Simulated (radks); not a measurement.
All-electron atom: neutral neodymium in [Xe] 4f4 6s2.

Calculated with a radial shooting solver on a logarithmic mesh with Libxc functionals: scalar-relativistic Kohn-Sham, PBE, spin-polarised, spherical densities, finite nucleus; open shells are filled with parallel spins first (spin-orbit coupling, left out, can overturn this in heavy ions); Fermi nuclear charge, rms radius 4.9123 fm; hard spherical wall at 2.5 bohr.

Energy parts (eV):
| part | energy |
|---|---|
| total | -261596.45 |
| kinetic | 279640.95 |
| electron-nucleus | -639112.80 |
| Hartree | 103990.97 |
| exchange-correlation | -6115.57 |

Orbitals (lengths in bohr, moments of r in powers of bohr; <r^-3> diverges for s and p1/2; r(max) is where P^2 peaks; r(90%) holds 90 % of the orbital's charge):
orbital  occ.  eigenvalue (eV)      <r^2>  <r^-3>  r(90%)   r(max)
1s down     1        -43347.47  0.0007600       -  0.0426  0.01510
1s up       1        -43347.46  0.0007600       -  0.0426  0.01510
2s up       1        -6971.253    0.01204       -   0.156  0.08550
2s down     1        -6971.249    0.01204       -   0.156  0.08550
2p down     3        -6226.945   0.009626    9014   0.145  0.06893
2p up       3        -6226.945   0.009626    9014   0.145  0.06893
3s up       1        -1476.735    0.08113       -   0.391   0.2438
3s down     1        -1475.734    0.08106       -   0.391   0.2438
3p up       3        -1241.994    0.08120    1833   0.396   0.2388
3p down     3        -1240.998    0.08111    1835   0.396   0.2388
3d up       5        -916.0431    0.06895   250.1   0.378   0.1962
3d down     5        -915.2746    0.06884   250.4   0.377   0.1961
4s up       1        -260.7725     0.4205       -   0.878   0.5663
4s down     1        -257.9415     0.4201       -   0.877   0.5660
4p up       3        -184.3479     0.4783   392.9   0.945   0.5916
4p down     3        -181.4869     0.4779   393.2   0.944   0.5913
4d up       5         -76.0232     0.6037   43.36    1.09   0.6226
4d down     5         -73.1407     0.6043   43.36    1.09   0.6220
5s up       1          -6.4089      2.051       -    1.88    1.336
5s down     1          -4.4633      2.068       -    1.89    1.343
5p up       3          14.8463      2.277   75.19    1.95    1.463
5p down     3          16.5588      2.295   73.62    1.96    1.471
4f up       4          36.9070      1.175   4.826    1.63   0.6903
4f down     0          39.5287      1.200   4.755    1.65   0.6910
5d up       0          48.3416      2.544   10.98    2.04    1.636
5d down     0          49.7802      2.559   10.83    2.04    1.644
6s up       1         102.3646      2.662       -    2.16    1.959
6s down     1         103.9189      2.655       -    2.16    1.961
6p up       0         125.9680      2.599   128.1    2.17    1.995
6p down     0         127.5810      2.592   128.1    2.17    1.997
7s up       0         273.5291      2.534       -    2.23    2.156
7s down     0         275.2454      2.532       -    2.23    2.156

The highest occupied level is 6s down at 103.92 eV. The configuration is held as typed, so some empty levels lie below it. The spin density at the nucleus is -2.605 e/bohr^3 (1s 0.020, 2s -0.245, 3s -5.540, 4s -0.885, 5s 4.615, 6s -0.570). The electron density at the nucleus is 4.73e+05 e/bohr^3 (large components only). Spin moment in Bohr magnetons: 4. Summed over all electrons, <r^2> = 39.02 bohr^2, which gives a Langevin (diamagnetic) susceptibility term of -30.9 x 10^-6 cm^3/mol. The density falls to 0.001 e/bohr^3 at r = 2.45 bohr. The pressure on the wall is 6670 GPa.
